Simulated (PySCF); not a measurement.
Structure problem from calculated spectra and properties.

Formula: C5H9NSi.

| Item | Value |
| --- | --- |
| Valence photoelectron | vertical ionisation energy: 10.25 eV [ΔSCF wB97X-D/def2-SVPD] |
| NMR, other nuclei | isotropic shieldings of nuclei other than C and H, by class: -40 (1 N), 360 (1 Si) ppm [GIAO B3LYP/pcSseg-1] |
| Dipole | 4.44 D [wB97X-D/def2-SVPD] |
| Rotational structure | rotational constants A, B, C: 4.740, 1.278, 1.070 GHz [PBE0-D3(BJ)/def2-SVP] |
| UV, strongest line | among the 10 lowest singlet transitions: S4 at 7.81 eV (159 nm, f = 0.032) [TDDFT wB97X-D/def2-SVPD] |
| 13C NMR | chemical shifts (computed TMS as zero) by class: 122.3 (1 C), 32.5 (1 C), 27.2 (1 C), 21.6 (1 C), 7.6 (1 C) ppm [GIAO B3LYP/pcSseg-1] |
| UV, first state | lowest singlet excitation: 7.20 eV (172 nm, f = 0.023) [TDDFT wB97X-D/def2-SVPD] |

Electronic properties: PySCF, gas phase, density fitting. Levels stand in brackets. Isolated species at its PBE0-D3(BJ)/def2-SVP geometry (one conformer only). NMR classes are plain means over equivalent atoms (diastereotopic ones count apart unless rotation or inversion swaps them), as if these changed places fast.

**Question.** Propose a structure and show how it fits.

**Answer.** Numbering: `[N:1]#[C:2][CH2:3][C@@H:4]1[CH2:5][CH2:6][SiH2:7]1`. Its formula, C5H9NSi, gives 3 degrees of unsaturation: 1 ring and 2 π bonds in the structure found. 5 carbons fall into 5 classes; from least to most shielded: nitrile carbon [C2] (122.3 ppm), four-membered-ring carbon [C5] (32.5 ppm), ring sp3 carbon bound to silicon [C4] (27.2 ppm), sp3 carbon next to a nitrile [C3] (21.6 ppm), ring sp3 carbon bound to silicon [C6] (7.6 ppm). The other shieldings belong to: -40 ppm, nitrile nitrogen [N1]; 360 ppm, SiH2 silicon [Si7]. The first electron is taken from the HOMO, whose largest Löwdin shares are 0.27 on an sp3 carbon bound to silicon, 0.20 on the SiH2 silicon, 0.14 on the four-membered-ring carbon and 0.07 on a methylene hydrogen. The optimised geometry has point group C1 and is an asymmetric top. Structure: `N#CC[C@@H]1CC[SiH2]1`. Computed isomers that give other values at the same levels: `C#C[C@H]1CC[SiH2]N1` (lowest singlet excitation: 6.27 eV (198 nm, f = 0.011)); `[H]/N=C\[C@H]1C=CC[SiH2]1` (rotational constant A: 3.340 GHz; this holds for the one conformer computed); `C#C[C@@H]1CC[Si@H]1N` (lowest singlet excitation: 6.09 eV (204 nm, f = 0.005)). The assignments are read from this structure; whether some other isomer fits the data as well wasn't checked. The mirror image fits equally.

Shape of the structure used: `[N:1]#[C:2][CH2:3][C@@H:4]1[CH2:5][CH2:6][SiH2:7]1`: C2–C3–C4–C5 175°.
